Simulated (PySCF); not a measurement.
## Bond length, frequency and bond energy of AsC by level of theory

State: ²Σ⁺ (doublet), unpaired electrons σ ↑. Set-up: PySCF, scalar-relativistic core potentials, basis sets As aug-cc-pVDZ-PP with ECP10, C aug-cc-pVDZ. De refers to As + C in their high-spin ground configurations, without counterpoise correction. The functionals are run spin-unrestricted. A positive dipole means As(−)C(+). Levels whose curve was spin-contaminated or gave no clean fit are not listed.

| Level | Re (Å) | ωe (cm⁻¹) | De (eV) | μ (D) |
| --- | --- | --- | --- | --- |
| ROHF | 1.639 | 1184 | 0.83 | -1.23 |
| ROHF-MP2 | 1.718 | 944 | 4.22 | n/a |
| ROHF-SCS-MP2 | 1.714 | 955 | 4.01 | n/a |
| ROHF-CCSD | 1.690 | 1036 | 3.46 | n/a |
| ROHF-CCSD(T) | 1.706 | 986 | 3.87 | n/a |
| LDA | 1.677 | 1045 | 5.73 | -1.57 |
| PBE | 1.692 | 1017 | 4.81 | -1.56 |
| TPSS | 1.687 | 1023 | 4.50 | -1.48 |
| r²SCAN | 1.677 | 1041 | 4.36 | -1.32 |
| PBE0 | 1.673 | 1052 | 4.20 | -1.45 |
| CAM-B3LYP | 1.667 | 1060 | 4.05 | -1.51 |

Question: Which functional lies closest to ROHF-CCSD(T) in De, which farthest, and by how much do they differ from it?

Answer: Closest is CAM-B3LYP (-3.9 pm in Re, +7.5 % in ωe, +0.18 eV in De against ROHF-CCSD(T) in the same basis), farthest LDA (-2.9 pm in Re, +6.0 % in ωe, +1.86 eV in De). CCSD(T) converges more slowly with the basis than the functionals do and binds too weakly in this one, so the order can change at the basis-set limit.

Question: What does a quarter of exact exchange do here, going from PBE to PBE0?

Answer: PBE0 less PBE: -1.9 pm in Re, +3.4 % in ωe, -0.61 eV in De. Exact exchange removes part of the self-interaction that spreads semilocal densities, and in most molecules shortens and stiffens the bond and lowers De; so it does here.

Question: What does the gradient correction do here, going from LDA to PBE?

Answer: PBE less LDA: +1.5 pm in Re, -2.7 % in ωe, -0.92 eV in De. The gradient correction favours the more uneven density of free atoms, so it tends to lengthen bonds and takes away much of the overbinding of LDA; so it does here.

Correlated steps freeze 5 core orbitals. Correlated levels converge slowly with the basis: in double zeta they bind strong bonds too weakly, by up to about 1 eV, and carry superposition errors of some tenths. Spin–orbit coupling is left out. UHF is strongly spin-contaminated for AsC, so the ROHF reference used there is far from stable. The state was picked by a PBE0 search and need not be the measured ground state.

The whole job (state search and all levels along the bond) took about 3 min on 1 thread of AMD EPYC 7R13 (shared host), peak memory 0.75 GiB.
